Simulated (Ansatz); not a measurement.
Start from `F[SiH](Cl)Cl` and change one atom or group to get `F[SiH](Cl)[GeH3]`.

Ansatz, PBE0-D4/def2-TZVP geometries, multiplicity 1. 

Scalar relativity is left out up to krypton.

| property | `F[SiH](Cl)Cl` |
| --- | --- |
| HOMO energy (PBE/def2-TZVPP) / eV | -8.21 |
| LUMO energy (PBE0/def2-TZVPP) / eV | 0.21 |
| HOMO–LUMO gap (B3LYP/def2-TZVPP) / eV | 9.36 |
| size of the dipole moment (B3LYP/def2-TZVPP) / D | 1.01 |
| HOMO–LUMO gap (PBE/def2-TZVPP) / eV | 7.49 |
| HOMO energy (PBE0/def2-TZVPP) / eV | -9.66 |

Give the same properties after the change, and the shifts. (An estimate is asked.)

Computed: 
```tsv
property	`F[SiH](Cl)[GeH3]`	shift
HOMO energy (PBE/def2-TZVPP) / eV	-7.13	1.08
LUMO energy (PBE0/def2-TZVPP) / eV	-0.43	-0.64
HOMO–LUMO gap (B3LYP/def2-TZVPP) / eV	7.53	-1.83
size of the dipole moment (B3LYP/def2-TZVPP) / D	1.49	0.48
HOMO–LUMO gap (PBE/def2-TZVPP) / eV	5.86	-1.63
HOMO energy (PBE0/def2-TZVPP) / eV	-8.34	1.32
```

With PBE0 the HOMO rises by 1.32 eV and the LUMO falls by 0.64 eV, so the gap narrows by about 1.96 eV. PBE moves the HOMO by 1.08 eV and ωB97M-V by 1.52 eV. The zero-point energy changes by 56.6 kJ/mol with +9 modes. Dipoles are sizes alone; their direction can turn.

B3LYP here is the variant with VWN-RPA as its local correlation; programs differ in this.
